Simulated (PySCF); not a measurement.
## Two-component Hartree-Fock for Cd(37+) (cadmium, charge +37)

Start: [Ne] 3s1; 3s1/2 filled at m_j = +1/2. Calculated with PySCF 2.14 in an uncontracted even-tempered set (18 s from 7.3 bohr⁻², ratio 2.4; 13 p from 9.5 bohr⁻², ratio 2.4; 4 d from 31 bohr⁻², ratio 2.6; 4 f from 46 bohr⁻², ratio 2.6): generalised Hartree-Fock with the X2C-1e Hamiltonian and a Gaussian nucleus; one run each with spin-orbit coupling (SO) switched off, then screened by Boettger's factors.

```csv
spinor shell,electrons,"ε, spin-free (eV)","ε, screened SO (eV)",weight of nominal j (screened SO),"rms radius, screened SO (bohr)"
1s1/2,2,-29123.2,-29121.7,1.000,0.0348
2s1/2,2,-6206.3,-6205.9,1.000,0.139
2p1/2,2,-5801.9,-5940.5,1.000,0.121
2p3/2,4,-5801.9,-5738.6,1.000,0.125
3s1/2,1,-2498.6,-2498.6,1.000,0.334
```

| quantity | spin-free | screened SO |
| --- | --- | --- |
| E (hartree) | -4408.96098 | -4409.90665 |
| M_J | 1/2 | 1/2 |
| ⟨J²⟩ | 0.750 | 0.750 |
| ⟨L²⟩ | 0.000 | 0.005 |
| ⟨S²⟩ | 0.750 | 0.755 |

Each row is a mean over spinors that exchange with the open shell spreads, by up to 8.894 eV (2s1/2).

Breit and QED terms are absent; they matter most for the inner s and p1/2 levels.

Densities and radii are taken from the X2C orbitals without a picture-change correction, which distorts them close to the nucleus.

Without spin-orbit coupling the j labels of p, d and f shells carry no meaning; the spin-free column gives the mean over the occupied spinors of each nl shell.
